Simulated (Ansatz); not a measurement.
```yaml
crystal:
  periodic: [false, false, false]
  atoms:
    - {symbol: Ga, position_ang: [-1.175670, 1.201374, -0.910809]}
    - {symbol: Ge, position_ang: [0.637655, 0.066522, 0.278076]}
    - {symbol: Te, position_ang: [-0.072067, -2.388290, 0.547775]}
    - {symbol: H, position_ang: [-2.236392, 0.342951, -1.686215]}
    - {symbol: H, position_ang: [-1.273402, 2.768042, -0.893509]}
    - {symbol: H, position_ang: [1.968688, 0.118597, -0.501830]}
    - {symbol: H, position_ang: [0.910658, 0.653953, 1.676864]}
    - {symbol: H, position_ang: [1.240530, -2.763139, 1.489657]}
basis:
  gaussian: {orbitals: def2-TZVPD}
total_charge: 1
magnetization: {spin_polarized: true, initial_magnetization: 1}
hamiltonian: {xc: {name: BLYP}, dispersion: d3bjatm}
kpoints: {mp_grid: {grid: [2, 2, 2]}}
output: {forces: true}
```

```sh
$ ansatz run in.yaml --threads 4 --pin off --events-out ev --progress --plain --max-ram 10444MiB
```

It prints (some lines left out):

```
Error: invalid value for `basis.gaussian`: such a run doesn't read kpoints; remove what it names
```

In this input the input holds a key that doesn't belong there. The input was rejected before any iteration.
